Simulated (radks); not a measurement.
The numbers below are computed, except where a source is named.
Initial-state core-level shifts of the palladium ion Pd3+ when its valence configuration changes from [Kr] 4d7. Code: a radial shooting solver on a logarithmic mesh with Libxc functionals. Model: scalar-relativistic Kohn-Sham, LDA (Slater exchange, Perdew-Wang correlation), spin-polarised, spherical densities, finite nucleus; open shells are filled with parallel spins first (spin-orbit coupling, left out, can overturn this in heavy ions); Fermi nuclear charge, rms radius 4.5318 fm. Shifts are changes of the shell-averaged eigenvalues in eV (positive: less bound); the change of the density at the nucleus, which sets a Mossbauer isomer shift, is in e/bohr^3, on a base of 1.354e+05.

valence	2s	2p	3s	3d	density at nucleus
4d6 5s1	-6.159	-6.135	-5.913	-5.962	+43.28
4d6 5p1	-7.352	-7.321	-7.128	-7.174	+5.13
4d5.5 5s1 5p0.5	-9.940	-9.898	-9.559	-9.634	+47.71
4d5 5s2	-12.755	-12.706	-12.208	-12.312	+89.48
4d6.5 5p0.5	-3.652	-3.637	-3.548	-3.570	+2.46
4d5 5p2	-14.938	-14.871	-14.425	-14.526	+11.16
4d6.5 5s0.5	-3.047	-3.035	-2.931	-2.955	+20.91
